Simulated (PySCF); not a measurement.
Delta-SCF ions had no search for a lower state. Excitations are Tamm–Dancoff values on a coarser integration grid. The basis has no diffuse functions, so Rydberg states are missing or too high.

Cartesian coordinates (Å):
```xyz
9

C     -1.4804     0.2731    -0.3696
C     -0.5260    -0.0642     0.4956
Si     1.2803    -0.1673     0.0519
H     -1.2562     0.5127    -1.4037
H     -2.5264     0.3255    -0.0861
H     -0.8215    -0.2918     1.5178
H      1.8019    -1.5358     0.2897
H      1.4494     0.1809    -1.3786
H      2.0790     0.7669     0.8830
```
Charge 0, multiplicity 1.

Predict the brightest of the four lowest singlets (TDA), HOMO–LUMO gap, S1 excitation (TDA), dipole moment, LUMO, HOMO, vertical ionisation energy (Delta-SCF) and T1 excitation (TDA) from PySCF with TPSSh-D3(BJ)/def2-TZVP // B3LYP-D3(BJ)/def2-TZVP.


```json
{
  "brightest of the four lowest singlets (TDA)": "7.49 eV",
  "HOMO–LUMO gap": "6.45 eV",
  "S1 excitation (TDA)": "6.85 eV",
  "dipole_moment": "0.74 D",
  "LUMO": "-0.89 eV",
  "HOMO": "-7.35 eV",
  "vertical ionisation energy (Delta-SCF)": "10.06 eV",
  "T1 excitation (TDA)": "4.29 eV"
}
```
